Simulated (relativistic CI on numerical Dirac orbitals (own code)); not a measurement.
# W6+: O2,3 absorption edge

Computed with this model: Dirac-Coulomb-Breit CI, KLI orbitals optimised for each configuration, QED by a radiative potential, valence Slater integrals scaled by 0.8, multiplet model of core-to-valence dipole absorption; configurations [Xe] 4f14 → [Kr] 4d10 4f14 5s2 5p5 5d; 300 K; Lorentzian 1 eV and Gaussian 0.3 eV FWHM. Energies are those of the free ion, without screening or charge transfer. The branching ratio is the share of the lower-energy edge in the whole absorption, uncertain by about 0.02 where the edges overlap. S is read from ⟨S²⟩ = S(S + 1).

Field parameters in Wybourne normalisation: Oh B⁴₀ = 21Dq, B⁴₄ = √(5/14) B⁴₀. The field is a parameter set, without covalency.

free ion: ground-state S = 0.00, centroid 54.82 eV. Peaks (eV, height): 46.5 (31), 57.5 (100).

Oh, 10Dq = 10000 cm⁻¹: ground-state S = 0.00, centroid 54.82 eV. Peaks (eV, height): 46.8 (32), 57.5 (100).

Oh, 10Dq = 22550 cm⁻¹: ground-state S = 0.00, centroid 54.82 eV. Peaks (eV, height): 47.0 (31), 53.5 (14), 58.0 (100).

Oh, 10Dq = 35100 cm⁻¹: ground-state S = 0.00, centroid 54.82 eV. Peaks (eV, height): 42.5 (9), 47.5 (25), 53.2 (30), 58.5 (100).

Strongest unbroadened transitions for Oh, 10Dq = 22550 cm⁻¹:

```csv
Energy (eV),Relative strength
39.15,0.1
40.35,0.4
42.38,0.8
43.15,3.6
46.97,29.4
53.43,12.5
57.90,100.0
```
